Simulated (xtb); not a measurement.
Species: H₃Al, SMILES `[AlH3]` (charge 0, multiplicity 1).

**Question.** Give a relaxed geometry from xtb with GFN2-xTB.

**Answer.** the end point of this relaxation (outside a Z-matrix the atoms follow the SMILES, hydrogens last).
Z-matrix (Å, degrees):
```
Al
H 1 1.5525
H 1 1.5525 2 120.03
H 1 1.5527 2 120.00 3 -179.96
```
